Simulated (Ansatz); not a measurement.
Sn3S2, relaxed as a singlet with RKS r2SCAN-D4/def2-SVP in Ansatz, starting from the GFN2-xTB geometry. Force threshold 0.02 eV/Å.

In the def2 sets Sn takes a core potential; there is no spin–orbit coupling. The restricted singlet is unstable towards broken spin symmetry in Hartree–Fock (as tested in another run); at r2SCAN-D4/def2-SVP this wasn't settled. The structure comes from a short search, and lower isomers may exist.

Start:

Cartesian coordinates in Å:
```
Sn 1.396 1.360 -0.014
Sn 0.123 -0.689 1.572
Sn -1.462 -0.993 -0.824
S 1.050 -0.953 -0.939
S -1.107 1.274 0.205
```

```json
{"step": "1", "energy (eV)": "-39168.8014", "largest force component (eV/Å)": "0.858", "SCF passes": "17"}
{"step": "2 (rejected)", "energy (eV)": "-39168.7698", "largest force component (eV/Å)": "0.877", "SCF passes": "27"}
{"step": "3", "energy (eV)": "-39168.8932", "largest force component (eV/Å)": "0.092", "SCF passes": "21"}
{"step": "4", "energy (eV)": "-39168.8949", "largest force component (eV/Å)": "0.082", "SCF passes": "20"}
{"step": "5", "energy (eV)": "-39168.8977", "largest force component (eV/Å)": "0.028", "SCF passes": "20"}
{"step": "6", "energy (eV)": "-39168.8979", "largest force component (eV/Å)": "0.009", "SCF passes": "23"}
```

Force components are those of the run's own axes.

End:

```xyz
5

Sn    1.416    1.395   -0.045
Sn    0.126   -0.708    1.614
Sn   -1.488   -0.995   -0.867
S     1.081   -0.991   -0.939
S    -1.136    1.298    0.238
```

By distances, no bond broke or formed. The bond that changes most is Sn3–S4, from 2.51 to 2.57 Å (atoms count from 1).

No frequencies were taken in this run, so the end may be a saddle point.

Run time 16 s (4 threads of Arm Neoverse V1 on a shared host).
